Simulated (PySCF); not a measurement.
Choosing a molecule for a target property.

All species are isolated and taken at one optimised geometry (atoms past krypton carry core potentials, spin–orbit coupling is left out); the electronic structure was computed with PySCF and density fitting.

The conformers computed, where there is a choice (atom-mapped SMILES and torsion angles):
- `[CH3:1][S:2][GeH2:3][Cl:4]`: C1–S2–Ge3–Cl4 58°
- `[BH2:1][NH:2][BH:3][Cl:4]`: B1–N2–B3–Cl4 180°

The conformers of `O=S1CCCC1` aren't listed.

Problem. Wanted: HOMO–LUMO gap between 6.2 eV and 7.3 eV (B3LYP/def2-SVPD) and lowest singlet excitation below 5.7 eV (TDDFT B3LYP/def2-SVPD), at PBE0-D3(BJ)/def2-SVP geometries. Which candidate meets both?
A. `C[S][GeH2][Cl]`
B. `[NH3]->[In]([F])([F])[F]`
C. `BNBCl`
D. `O=S1CCCC1`

Solution. D. Computed values:
| species | HOMO–LUMO gap | lowest singlet excitation |
| --- | --- | --- |
| C[S][GeH2][Cl] | 5.99 eV | 4.95 eV |
| O=S1CCCC1 | 6.47 eV | 5.49 eV |
| BNBCl | 7.10 eV | 5.96 eV |
| [NH3]->[In]([F])([F])[F] | 7.53 eV | 6.34 eV |

Problem. Wanted: HOMO energy above -6.7 eV (B3LYP/def2-SVPD) and lowest triplet excitation (Tamm–Dancoff) below 5.8 eV (TDA B3LYP/def2-SVPD), at PBE0-D3(BJ)/def2-SVP geometries. Which candidate meets both?
A. `[NH3]->[In]([F])([F])[F]`
B. `BNBCl`
C. `O=S1CCCC1`
D. `C[S][GeH2][Cl]`

Solution. C. Computed values:
```csv
species,HOMO energy,lowest triplet excitation (Tamm–Dancoff)
[NH3]->[In]([F])([F])[F],-9.93 eV,5.86 eV
BNBCl,-8.78 eV,5.71 eV
C[S][GeH2][Cl],-7.03 eV,4.58 eV
O=S1CCCC1,-6.42 eV,4.87 eV
```
